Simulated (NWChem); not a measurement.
The numbers come from NWChem runs, not from measurements. System: Br, charge 1, spin multiplicity 3. Its SCF solution wasn't tested for a lower state. Level: PBE0/x2c-SVPall-2c, spin-orbit ZORA.

NWChem printed:

```
             Northwest Computational Chemistry Package (NWChem) 7.3.0
             --------------------------------------------------------

                                NWChem Input Module
                                -------------------

 Scaling coordinates for geometry "geometry" by  1.889725989
 (inverse scale =  0.529177249)

                             Geometry "geometry" -> ""
                             -------------------------

 Output coordinates in angstroms (scale by  1.889725989 to convert to a.u.)

  No.       Tag          Charge          X              Y              Z
 ---- ---------------- ---------- -------------- -------------- --------------
    1 Br                  35.0000     0.00000000     0.00000000     0.00000000

 Effective nuclear repulsion energy (a.u.)       0.0000000000

            Nuclear Dipole moment (a.u.)
            ----------------------------
        X                 Y               Z
 ---------------- ---------------- ----------------
     0.0000000000     0.0000000000     0.0000000000


 Summary of "ao basis" -> "" (spherical)
 ------------------------------------------------------------------------------
       Tag                 Description            Shells   Functions and Types
 ---------------- ------------------------------  ------  ---------------------
 *                       x2c-svpall-2c                on all atoms

                                 NWChem DFT Module
                                 -----------------

 Summary of "ao basis" -> "ao basis" (spherical)
 ------------------------------------------------------------------------------
       Tag                 Description            Shells   Functions and Types
 ---------------- ------------------------------  ------  ---------------------
 Br                      x2c-svpall-2c              14       38   5s6p3d

 Summary of "ao basis" -> "ao basis" (spherical)
 ------------------------------------------------------------------------------
       Tag                 Description            Shells   Functions and Types
 ---------------- ------------------------------  ------  ---------------------
 Br                      x2c-svpall-2c              14       38   5s6p3d

            General Information
            -------------------
          SCF calculation type: DFT
          Wavefunction type:  spin polarized.
          No. of atoms     :     1
          No. of electrons :    34
           Alpha electrons :    18
[...]
  ----     -------------------  ------------         ----     -------------------  ------------
    15     0.247376   0.371585  1 Br px                16    -0.371687   0.246796  1 Br py
    18     0.210083   0.315587  1 Br px                19    -0.315670   0.209615  1 Br py
     9    -0.155178  -0.233111  1 Br px                10     0.233171  -0.154835  1 Br py
     6     0.074764   0.112365  1 Br px                 7    -0.112383   0.074662  1 Br py
    13    -0.036476   0.024259  1 Br py                12     0.024245   0.036478  1 Br px

 Vector   34  Occ=1.000000D+00  E=-6.664618D-01
              MO Center= -3.2D-17,  1.1D-16, -1.0D-16, r^2= 1.9D-02
  Bfn.         Coefficient        Function           Bfn.         Coefficient        Function
  ----     -------------------  ------------         ----     -------------------  ------------
    53     0.436850  -0.067159  1 Br px                54     0.067010   0.436811  1 Br py
    56     0.372108  -0.057210  1 Br px                57     0.057074   0.372071  1 Br py
    47    -0.261950   0.040273  1 Br px                48    -0.040179  -0.261925  1 Br py
    44     0.089634  -0.013787  1 Br px                45     0.013741   0.089622  1 Br py
    20    -0.071634   0.011001  1 Br pz                 8    -0.064396   0.009889  1 Br pz

 Vector   35  Occ=0.000000D+00  E=-5.526412D-01
              MO Center=  6.1D-21, -1.6D-21,  1.5D-20, r^2= 8.0D-10
  Bfn.         Coefficient        Function           Bfn.         Coefficient        Function
  ----     -------------------  ------------         ----     -------------------  ------------
    54    -0.369963  -0.179731  1 Br py                53     0.179580  -0.369969  1 Br px
    57    -0.369211  -0.179361  1 Br py                56     0.179220  -0.369217  1 Br px
    48     0.239467   0.116333  1 Br py                47    -0.116240   0.239471  1 Br px
    45    -0.118437  -0.057529  1 Br py                44     0.057497  -0.118438  1 Br px
    51    -0.039407  -0.019136  1 Br py                50     0.019136  -0.039407  1 Br px

 Vector   36  Occ=0.000000D+00  E=-5.519463D-01
              MO Center= -7.1D-17,  1.3D-16,  2.0D-16, r^2= 1.6D-02
  Bfn.         Coefficient        Function           Bfn.         Coefficient        Function
  ----     -------------------  ------------         ----     -------------------  ------------
    55     0.163913   0.560355  1 Br pz                58     0.158810   0.542912  1 Br pz
    49    -0.103526  -0.353916  1 Br pz                46     0.044778   0.153078  1 Br pz
    18     0.018759   0.064155  1 Br px                19     0.064145  -0.018771  1 Br py
    15     0.015363   0.052544  1 Br px                16     0.052534  -0.015374  1 Br py
     6     0.012641   0.043223  1 Br px                 7     0.043220  -0.012645  1 Br py

 Vector   37  Occ=0.000000D+00  E= 1.340200D-04
              MO Center= -1.3D-14,  1.9D-14,  3.3D-14, r^2= 2.6D+00
  Bfn.         Coefficient        Function           Bfn.         Coefficient        Function
  ----     -------------------  ------------         ----     -------------------  ------------
     4     2.061241  -0.000000  1 Br s                  5    -1.959762   0.000000  1 Br s
     3    -0.591588   0.000000  1 Br s                  2     0.098805  -0.000000  1 Br s
     1    -0.040913   0.000000  1 Br s

   alpha - beta orbital overlaps
   -----------------------------

   alpha      1      2      3      4      5      6      7      8      9     10
    beta      1      2      3      4      4      6      7      8      9     10
 overlap   1.138  1.387  1.648  0.905  0.239  0.792  0.792  0.782  1.222  1.222

   alpha     11     12     13     14     15     16     17     18     19     20
    beta     11      6      7      8     15     16     11     15     16     17
 overlap   1.154  0.159  0.159  0.161  0.200  0.200  0.018  0.164  0.164  0.008

   alpha     21     22     23     24     25     26     27     28     29     30
    beta      9     10      8     24     25     26     27     28     24     25
 overlap   0.007  0.007  0.006  0.716  0.715  0.715  0.715  0.716  0.227  0.227

   alpha     31     32     33     34     35     36     37     38
    beta     26     27     28     24     25     26     27     28
 overlap   0.228  0.227  0.227  0.020  0.020  0.020  0.020  0.020

     --------------------------
     Expectation value of S2:
     --------------------------
      <S2> =      1.9913 (Exact =     2.0000)

 Task  times  cpu:        3.6s     wall:        3.6s

 Total times  cpu:        3.6s     wall:        3.6s
```

Q: Write an NWChem input that would produce this output.

A: One answer among several that fit: 
```
start mol
memory heap 200 mb stack 900 mb global 1100 mb
charge 1
geometry units angstroms nocenter noautoz noautosym
  Br     0.000000     0.000000     0.000000
end
basis spherical
  * library x2c-svpall-2c
end
relativistic
  zora on
end
dft
  xc pbe0
  odft
  mult 3
  semidirect memsize 60000000 filesize 0
  iterations 100
  grid fine
end
task sodft energy
```
